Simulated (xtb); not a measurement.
A run for xtb: GFN1-xTB on AlH3S (SMILES [AlH2][SH]), a point of a torsion scan.

```
$ xtb mol.xyz --gfn 1 --sp --chrg 0 --uhf 0
5

Al    -0.59955804    -0.04183098     0.07041246
S      1.49658628    -0.53480518     0.42244764
H     -1.57913364    -1.20254583    -0.18235026
H     -1.18095111     1.38011993     0.05418838
H      1.18338407    -1.82510751     0.28331782
```

The head of its log:

```
[...]
           -------------------------------------------------
          |                Calculation Setup                |
           -------------------------------------------------



           -------------------------------------------------
          |                 G F N 1 - x T B                 |
           -------------------------------------------------

        Reference                      10.1021/acs.jctc.7b00118
      * Hamiltonian:
        H0-scaling (s, p, d)           1.850000    2.250000    2.000000
        zeta-weighting                 0.000000
      * Dispersion:
        s8                             2.400000
        a1                             0.630000
        a2                             5.000000
        s9                             0.000000
      * Repulsion:
        kExp                           1.500000
        rExp                           1.000000
      * Coulomb:
        alpha                          2.000000
        third order                    atomic
        anisotropic                    false
      * Halogen bond correction:
        rad-scale                      1.300000
        damping                        0.440000


          ...................................................
          :                      SETUP                      :
          :.................................................:
          :  # basis functions                  26          :
          :  # atomic orbitals                  24          :
          :  # shells                           12          :
          :  # electrons                        12          :
          :  # halogen bonds                     0          :
          :  max. iterations                   250          :
          :  Hamiltonian                  GFN1-xTB          :
          :  restarted?                      false          :
          :  GBSA solvation                  false          :
          :  PC potential                    false          :
          :  electronic temp.          300.0000000     K    :
          :  accuracy                    1.0000000          :
          :  -> integral cutoff          0.2500000E+02      :
          :  -> integral neglect         0.1000000E-07      :
          :  -> SCF convergence          0.1000000E-05 Eh   :
          :  -> wf. convergence          0.2000000E-04 e    :
          :  Broyden damping             0.4000000          :
          :  net charge                          0          :
          :  unpaired electrons                  0          :
          ...................................................

 iter      E             dE          RMSdq      gap      omega  full diag
   1     -6.6264689 -0.662647E+01  0.423E+00    4.83       0.0  T
   2     -6.6632083 -0.367394E-01  0.253E+00    6.25       1.0  T
```

Question: What total energy does the run end on?

Answer: -6.6392 hartree.
